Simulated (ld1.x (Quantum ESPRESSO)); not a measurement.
**Pseudopotential generation for boron (B): TM, LDA (PZ), scalar-relativistic.**

```
Element                 : B (Z = 5)
Generator               : ld1.x (Quantum ESPRESSO) 7.5
Type                    : norm-conserving Troullier–Martins (Kleinman–Bylander form)
Functional              : LDA (PZ)
Relativity              : scalar-relativistic
Frozen core             : [He]
Valence charge          : 3
Reference configuration : 2s1 2p0 (charge +2)
Partial waves           : 2p (bound, empty): rc 3.10 bohr; 2s (bound): rc 1.00 bohr
Local potential         : the s channel
Core correction         : a·sin(br)/r model core, default radius (core density twice the valence density)
```

All-electron outer shells of the reference configuration (LDA (PZ), scalar-relativistic, ld1.x):

```
shell  level (eV)  outermost node (bohr)  outermost maximum (bohr)
   2s      -31.34                   0.46                      1.37
   2p      -25.52                      –                      1.26
```

(1) Estimate the cutoffs (Ry, on a coarse ladder) from which the occupation-weighted sum of valence levels, in a spherical-Bessel basis at the reference potential, stays within 10 and 1 mRy of its value at 400 Ry.

(2) Does the potential have ghost states?

(3) Tests: 2s2 2p1; 2s2 2p0; 2s2 2p0.5; 2s1 2p1; 2s1 2p2; 2s0 2p3; 2s2 2p1.3. Which has the largest error in its energy relative to the reference configuration, and how large is it?

Answers

(1) 50 Ry and 120 Ry.

(2) No extra level below or beside the all-electron valence levels (p, s, d, f tested).

(3) 2s0 2p3, with +767 meV (all-electron minus pseudo) on -22.23 eV.
